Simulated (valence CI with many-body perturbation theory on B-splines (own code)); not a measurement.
Results of a calculation; reference values are marked as such.
Level structure of Kr30+

Level of theory: valence CI with perturbative core correlation (CI+MBPT): four valence electrons over a frozen Dirac-Fock core [He], a basis of 11 s, 11 p, 10 d, 8 f, 5 g, 2 h functions for each j, with the one-electron correlation potential Σ1, the two-electron term Σ2, the three-electron term Σ3, Breit, model QED; selected CI, second order for the rest, scaled by the run's own slope (own B-spline code, finite nucleus).

No measured spectrum was set against this ion. As an estimate, large intervals hold to a few tenths of a per cent, small ones and those within an open d or f shell to about a per cent. Among the levels kept, up to 1100 cm⁻¹ of a level comes from second order outside the variational space, and about a tenth of that is noise between levels of different J, which matters for small intervals.

Levels 91 to 135 of 194, with energies above the lowest level, (2s^2 2p1/2^2) J=0. "Leading %" is the weight of the configuration and term that name the level; weights of strongly mixed levels are sums over their largest components and can fall short. In the jj column 3d3/2^4 stands for four electrons in 3d with j = 3/2.

| No. | Configuration | Term | J | E (eV) | Leading % | g | Leading jj |
| --- | --- | --- | --- | --- | --- | --- | --- |
| 91 | 2s2p²3p | ³F° | 3 | 2248.6 | 61 | 1.123 | 2s 2p1/2 2p3/2 3p3/2 (88 %) |
| 92 | 2s2p²3p | ³D° | 1 | 2249.5 | 44 | 1.020 | 2s 2p1/2 2p3/2 3p1/2 (81 %) |
| 93 | 2s2p²3d | ³P | 1 | 2250.4 | 42 | 1.119 | 2s 2p1/2 2p3/2 3d5/2 (88 %) |
| 94 | 2s2p²3p | ³D° | 2 | 2250.5 | 31 | 1.116 | 2s 2p1/2 2p3/2 3p3/2 (88 %) |
| 95 | 2s2p²3d | ⁵D | 3 | 2253.2 | 41 | 1.351 | 2s 2p1/2 2p3/2 3d3/2 (46 %) |
| 96 | 2s2p²3d | ⁵P | 2 | 2253.6 | 50 | 1.603 | 2s 2p1/2 2p3/2 3d3/2 (73 %) |
| 97 | 2s2p²3d | ⁵P | 1 | 2255.2 | 67 | 2.195 | 2s 2p1/2 2p3/2 3d3/2 (77 %) |
| 98 | 2s2p²3p | ³P° | 1 | 2256.3 | 46 | 1.223 | 2s 2p1/2 2p3/2 3p3/2 (90 %) |
| 99 | 2s2p²3p | ³P° | 0 | 2256.9 | 91 |  | 2s 2p1/2 2p3/2 3p3/2 (94 %) |
| 100 | 2s2p²3p | ³D° | 2 | 2259.1 | 53 | 1.234 | 2s 2p1/2 2p3/2 3p3/2 (72 %) |
| 101 | 2s2p²3p | ³P° | 1 | 2262.8 | 58 | 1.338 | 2s 2p1/2 2p3/2 3p3/2 (75 %) |
| 102 | 2s2p²3d | ³D | 2 | 2264.7 | 38 | 1.110 | 2s 2p1/2 2p3/2 3d5/2 (69 %) |
| 103 | 2s2p²3d | ³D | 3 | 2265.8 | 67 | 1.250 | 2s 2p1/2 2p3/2 3d5/2 (63 %) |
| 104 | 2s2p²3d | ³P | 0 | 2266.8 | 79 |  | 2s 2p1/2 2p3/2 3d5/2 (74 %) |
| 105 | 2s2p²3p | ³P° | 2 | 2266.8 | 33 | 1.387 | 2s 2p3/2^2 3p1/2 (74 %) |
| 106 | 2s2p²3d | ³F | 4 | 2267.1 | 57 | 1.210 | 2s 2p1/2 2p3/2 3d5/2 (54 %) |
| 107 | 2s2p²3d | ³D | 1 | 2267.2 | 29 | 1.246 | 2s 2p1/2 2p3/2 3d5/2 (49 %) |
| 108 | 2s2p²3p | ³D° | 3 | 2268.9 | 50 | 1.208 | 2s 2p3/2^2 3p1/2 (81 %) |
| 109 | 2s2p²3s | ³S | 1 | 2269.4 | 34 | 1.396 | 2s 2p3/2^2 3s (54 %) |
| 110 | 2s2p²3s | ³P | 2 | 2271.7 | 75 | 1.416 | 2s 2p3/2^2 3s (88 %) |
| 111 | 2s2p²3s | ¹P | 1 | 2273.3 | 62 | 1.070 | 2s 2p3/2^2 3s (85 %) |
| 112 | 2s2p²3p | ³D° | 3 | 2275.3 | 61 | 1.320 | 2s 2p3/2^2 3p3/2 (82 %) |
| 113 | 2s2p²3p | ³F° | 4 | 2275.7 | 72 | 1.313 | 2s 2p3/2^2 3p3/2 (84 %) |
| 114 | 2s2p²3s | ¹S | 0 | 2278.7 | 72 |  | 2s 2p3/2^2 3s (92 %) |
| 115 | 2s2p²3p | ¹P° | 1 | 2281.5 | 43 | 1.307 | 2s 2p3/2^2 3p3/2 (77 %) |
| 116 | 2s2p²3d | ³G | 3 | 2281.7 | 67 | 0.848 | 2s 2p1/2 2p3/2 3d3/2 (94 %) |
| 117 | 2s2p²3d | ³F | 2 | 2286.4 | 62 | 0.817 | 2s 2p1/2 2p3/2 3d3/2 (79 %) |
| 118 | 2s2p²3d | ³G | 4 | 2289.5 | 54 | 1.093 | 2s 2p1/2 2p3/2 3d5/2 (91 %) |
| 119 | 2s2p²3p | ³P° | 2 | 2290.2 | 53 | 1.343 | 2s 2p3/2^2 3p3/2 (88 %) |
| 120 | 2s2p²3d | ³F | 3 | 2291.2 | 35 | 1.112 | 2s 2p1/2 2p3/2 3d5/2 (89 %) |
| 121 | 2s2p²3d | ³D | 1 | 2292.5 | 74 | 0.652 | 2s 2p1/2 2p3/2 3d3/2 (85 %) |
| 122 | 2s2p²3d | ³D | 1 | 2293.2 | 35 | 0.917 | 2s 2p1/2 2p3/2 3d3/2 (55 %) |
| 123 | 2s2p²3d | ³D | 2 | 2296.0 | 41 | 1.233 | 2s 2p1/2 2p3/2 3d5/2 (77 %) |
| 124 | 2s2p²3d | ³P | 0 | 2297.9 | 79 |  | 2s 2p1/2 2p3/2 3d3/2 (89 %) |
| 125 | 2s2p²3d | ³F | 2 | 2297.9 | 53 | 0.862 | 2s 2p1/2 2p3/2 3d3/2 (71 %) |
| 126 | 2s2p²3d | ³P | 1 | 2299.6 | 50 | 1.418 | 2s 2p1/2 2p3/2 3d5/2 (64 %) |
| 127 | 2s2p²3d | ³F | 3 | 2300.3 | 45 | 1.151 | 2s 2p1/2 2p3/2 3d5/2 (77 %) |
| 128 | 2p³3s | ⁵S° | 2 | 2303.1 | 52 | 1.694 | 2p1/2^2 2p3/2 3s (82 %) |
| 129 | 2s2p²3d | ³D | 2 | 2305.0 | 49 | 1.212 | 2s 2p1/2 2p3/2 3d5/2 (76 %) |
| 130 | 2p³3s | ³S° | 1 | 2308.4 | 23 | 1.486 | 2s 2p3/2^2 3p1/2 (52 %) |
| 131 | 2s2p²3p | ³P° | 0 | 2308.5 | 69 |  | 2s 2p3/2^2 3p1/2 (78 %) |
| 132 | 2s2p²3p | ³P° | 1 | 2311.0 | 43 | 1.156 | 2s 2p3/2^2 3p1/2 (84 %) |
| 133 | 2s2p²3p | ³D° | 2 | 2312.5 | 40 | 1.148 | 2s 2p3/2^2 3p1/2 (84 %) |
| 134 | 2s2p²3d | ³F | 4 | 2313.2 | 64 | 1.269 | 2s 2p3/2^2 3d5/2 (77 %) |
| 135 | 2s2p²3d | ³G | 5 | 2314.3 | 74 | 1.248 | 2s 2p3/2^2 3d5/2 (84 %) |

Where two levels of one J and parity lie close, their mixing, g and order are uncertain.
